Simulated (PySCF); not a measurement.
A PySCF script (with the pyscf-properties extension) for the NMR shieldings of SMILES C=CC[Si@@H](C)P[SiH3], C4H13PSi2, on a PBE0-D3(BJ)/def2-SVP geometry:

```python
import basis_set_exchange as bse
import numpy as np
from pyscf import gto, dft
from pyscf.prop import nmr

atoms = """
C     2.098510   -1.416671   -1.069304
C     2.047668   -0.517232   -0.083311
C     1.085567   -0.533342    1.057214
Si   -0.232374    0.823256    0.891871
C     0.549654    2.530564    0.937178
P    -1.248099    0.558287   -1.121798
Si   -2.161476   -1.461625   -0.689379
H     1.434109   -2.286253   -1.086276
H     2.806377   -1.314607   -1.895000
H     2.739109    0.334457   -0.120355
H     1.601355   -0.358277    2.018580
H     0.581014   -1.510765    1.136670
H    -1.212603    0.685112    2.017721
H     1.257926    2.656795    0.104516
H    -0.217498    3.315352    0.849297
H     1.089600    2.688252    1.884603
H    -2.424974    1.270444   -0.726412
H    -3.296674   -1.687810   -1.634271
H    -2.663962   -1.610144    0.713394
H    -1.126865   -2.512120   -0.927700
"""
names = dict.fromkeys(["C", "Si", "P", "H"], "pcSseg-1")
basis = {el: gto.basis.parse(bse.get_basis(n, elements=[el], fmt="nwchem")) for el, n in names.items()}
mol = gto.M(atom=atoms, basis=basis, charge=0, verbose=0)
mf = dft.RKS(mol, xc="GGA_XC_KT3")
mf.grids.level = 2
mf.grids.alignment = dft.numint.BLKSIZE   # the property module wants whole blocks of grid points
mf.conv_tol = 1e-9
mf.kernel()

calc = nmr.RKS(mf)   # GIAO
sigma = calc.kernel()   # uncoupled for a functional without exact exchange
for i, s in enumerate(sigma):   # ppm
    print("%2d %-2s %9.2f" % (i, mol.atom_pure_symbol(i), np.trace(s) / 3))
```

Task: Give the expected output.

Result: 
```
 0 C      70.16
 1 C      53.76
 2 C     158.85
 3 Si    371.91
 4 C     183.61
 5 P     625.26
 6 Si    436.44
 7 H      26.19
 8 H      26.26
 9 H      25.68
10 H      29.50
11 H      29.61
12 H      26.73
13 H      30.81
14 H      31.00
15 H      31.00
16 H      30.77
17 H      27.28
18 H      27.27
19 H      27.40
```

These numbers come from an equivalent density-fitted implementation of the same equations, which agrees with the script to about 0.01 ppm for H and up to a few tenths of a ppm for heavy atoms, so last digits may differ.

Size and cost of the density-fitted run: 205 basis functions, 2.4 min wall time on 1 thread of an Intel Xeon, shared host; peak memory 0.86 GiB.
